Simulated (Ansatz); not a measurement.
Reactions of C4H9Br (`CCCCBr`).

Computed with Ansatz on PBE0-D4/def2-TZVP structures; ΔE is electronic, products minus reactants. CCSD(T)/CBS is the MP2 limit (def2-TZVPP, def2-QZVPP) plus CCSD(T) − MP2 in def2-TZVPP, frozen cores. This one scheme is used for every species, atoms too. No spin–orbit coupling; open shells (•) take unrestricted orbitals. Spin–orbit coupling would lower the free atoms: a little for C; clearly for Br. Bonds to Br are less sure, by a few kJ/mol each and by 10 to 20 or more in all where they break to atoms, as the def2 sets lack core-valence functions. Scalar relativity is left out up to krypton. One conformer a species, not always the lowest.

(1) Order these by ΔE at CCSD(T)/CBS, lowest first. (An estimate is asked.)
A. `CCCCBr` + H₂ → `CCCBr` + CH₄
B. `CCCCBr` + `[CH3][AlH][SH]` → `C[CH2][AlH][SH]` + `CCCBr`
C. `CCCCBr` + `CCCC` → `CCCCCCCBr` + CH₄
D. `CCCCBr` → Br• + 4 C• + 9 H•
E. `CCCCBr` → `CCCBr` + `[CH2]` (triplet)
F. `CCCCBr` + `OCF` → `CCOCF` + `CCBr`

Largest T1 diagnostic: 0.011, for `[CH2]` (triplet).

Answers

(1) A (-0.69 eV), C (-0.08 eV), B (+0.18 eV), F (+0.33 eV), E (+4.52 eV), D (+55.13 eV).
